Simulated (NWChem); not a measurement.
System meant: C6H14N, doublet; SMILES C[C](C)NC(C)C

Input file for NWChem:

```
start job
memory heap 200 mb stack 900 mb global 1100 mb
geometry units angstroms noautoz
  C      0.935139     2.374376    -0.440821
  C      0.000216     1.265634    -0.093230
  C     -1.220655     1.580333     0.704383
  N      0.607545     0.022955     0.102274
  C     -0.160781    -1.206330     0.191679
  C     -0.884671    -1.553980    -1.108993
  C      0.755990    -2.331568     0.650189
  H      1.547585     2.708180     0.425473
  H      0.386362     3.255550    -0.806059
  H      1.644235     2.075823    -1.232650
  H     -1.636981     2.550287     0.395159
  H     -2.020237     0.830554     0.585438
  H     -1.009110     1.647894     1.794438
  H      1.443350    -0.094380    -0.464483
  H     -0.920552    -1.054271     0.977529
  H     -1.521471    -2.445035    -0.991781
  H     -0.157856    -1.760526    -1.912520
  H     -1.516379    -0.715184    -1.438252
  H      1.244783    -2.072438     1.600608
  H      1.545036    -2.523009    -0.097412
  H      0.196933    -3.269307     0.785439
end
basis spherical
  * library def2-svp
end
dft
  odft
  mult 3
  xc pbe0
  iterations 150
  mulliken
end
task dft energy
```

End of the output:

```
 Summary of "ao basis" -> "" (spherical)
 ------------------------------------------------------------------------------
       Tag                 Description            Shells   Functions and Types
 ---------------- ------------------------------  ------  ---------------------
 *                          def2-svp                  on all atoms

                                 NWChem DFT Module
                                 -----------------

 Summary of "ao basis" -> "ao basis" (spherical)
 ------------------------------------------------------------------------------
       Tag                 Description            Shells   Functions and Types
 ---------------- ------------------------------  ------  ---------------------
 C                          def2-svp                 6       14   3s2p1d
 N                          def2-svp                 6       14   3s2p1d
 H                          def2-svp                 3        5   2s1p

 Summary of "ao basis" -> "ao basis" (spherical)
 ------------------------------------------------------------------------------
       Tag                 Description            Shells   Functions and Types
 ---------------- ------------------------------  ------  ---------------------
 C                          def2-svp                 6       14   3s2p1d
 N                          def2-svp                 6       14   3s2p1d
 H                          def2-svp                 3        5   2s1p

  number of electrons :                   57
  multiplicity        :                    3
 ------------------------------------------------------------------------
  no. of electrons and multiplicity not compatible                  57
 ------------------------------------------------------------------------
 ------------------------------------------------------------------------
  current input line :
    36: task dft energy
 ------------------------------------------------------------------------
 ------------------------------------------------------------------------
 There is an error in the input file
 ------------------------------------------------------------------------
 For more information see the NWChem manual at https://nwchemgit.github.io

0: no. of electrons and multiplicity not compatible:Received an Error in Communication
```

Question: Find the fault in this run and fix the input.

Answer: The input was rejected before any calculation. Cause: the multiplicity doesn't fit the number of electrons (an even count wants an odd multiplicity, and the reverse). This input runs:
```
start job
memory heap 200 mb stack 900 mb global 1100 mb
geometry units angstroms noautoz
  C      0.935139     2.374376    -0.440821
  C      0.000216     1.265634    -0.093230
  C     -1.220655     1.580333     0.704383
  N      0.607545     0.022955     0.102274
  C     -0.160781    -1.206330     0.191679
  C     -0.884671    -1.553980    -1.108993
  C      0.755990    -2.331568     0.650189
  H      1.547585     2.708180     0.425473
  H      0.386362     3.255550    -0.806059
  H      1.644235     2.075823    -1.232650
  H     -1.636981     2.550287     0.395159
  H     -2.020237     0.830554     0.585438
  H     -1.009110     1.647894     1.794438
  H      1.443350    -0.094380    -0.464483
  H     -0.920552    -1.054271     0.977529
  H     -1.521471    -2.445035    -0.991781
  H     -0.157856    -1.760526    -1.912520
  H     -1.516379    -0.715184    -1.438252
  H      1.244783    -2.072438     1.600608
  H      1.545036    -2.523009    -0.097412
  H      0.196933    -3.269307     0.785439
end
basis spherical
  * library def2-svp
end
dft
  odft
  mult 2
  xc pbe0
  iterations 150
  mulliken
end
task dft energy
```
It converges to -291.21225 Ha (PBE0/def2-SVP, spin-unrestricted).
